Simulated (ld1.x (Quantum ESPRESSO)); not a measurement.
**xenon (Xe): one change to an RRKJ potential, before and after**

| Item | Value |
| --- | --- |
| Element | Xe (Z = 54) |
| Generator | ld1.x (Quantum ESPRESSO) 7.5 |
| Type | norm-conserving RRKJ (Kleinman–Bylander form) |
| Functional | PBEsol |
| Relativity | scalar-relativistic |
| Frozen core | [Kr] |
| Valence charge | 18 |
| Reference configuration | 4d10 5s2 5p6 |
| Partial waves | 5p (bound): rc 1.50 bohr; 4d (bound): rc 1.20 bohr; 5s (bound): rc 1.45 bohr |
| Local potential | the s channel |
| Core correction | Bessel-smoothed model core, default radius (core density twice the valence density) |

Change: wave 4d (bound): rc 1.20 bohr becomes 4d (bound): rc 1.50 bohr.

Cutoffs: the cutoffs (Ry, on a coarse ladder) from which the occupation-weighted sum of valence levels, in a spherical-Bessel basis at the reference potential, stays within 10 and 1 mRy of its value at 400 Ry; they do not see the model core or the augmentation charge, which bear on the density cutoff. Errors are all-electron minus pseudo energies relative to the spin-unpolarised reference configuration.

Problem. How do hardness, ghosts and transferability respond?

Solution. The potential gets softer (110 Ry and 140 Ry → 80 Ry and 140 Ry); of the 7 tests that both files solve, the error grows in 0 and shrinks in 1 by more than 15 % and 0.3 meV (median size 3.4 → 3.4 meV); neither file shows a bound ghost. A larger radius leaves more room for a smooth pseudo-wave, so fewer plane waves are needed.

```csv
quantity,base,changed
"cutoff, loose",110 Ry,80 Ry
"cutoff, tight",140 Ry,140 Ry
loose cutoff by channel (10 mRy a level),"p 45 Ry, d 90 Ry, s 35 Ry","p 45 Ry, d 70 Ry, s 35 Ry"
bound ghosts,none,none
"error for 4d10 5s2 5p5, meV [ΔE 12.55 eV]",-1.1,-1.1
"error for 4d10 5s2 5p4, meV [ΔE 34.33 eV]",+3.4,+3.4
"error for 4d10 5s2 5p3, meV [ΔE 66.10 eV]",+17,+17
"error for 4d10 5s2 5p5.5, meV [ΔE 5.18 eV]",-1.0,-1.0
"error for 4d9 5s2 5p6, meV [ΔE 67.65 eV]",-335,-148
"error for 4d10 5s1 5p6, meV [ΔE 24.73 eV]",+1.3,+1.3
"error for 4d10 5s2 5p2, meV [ΔE 108.49 eV]",+41,+41
s: phases at 1.66 bohr within 0.05 rad from the reference energy up to (Ry; the scan ends near 5),2.5,2.5
p: phases at 1.66 bohr within 0.05 rad from the reference energy up to (Ry; the scan ends near 5),to the end of the scan,to the end of the scan
d: phases at 1.66 bohr within 0.05 rad from the reference energy up to (Ry; the scan ends near 5),-0.5,-0.6
```
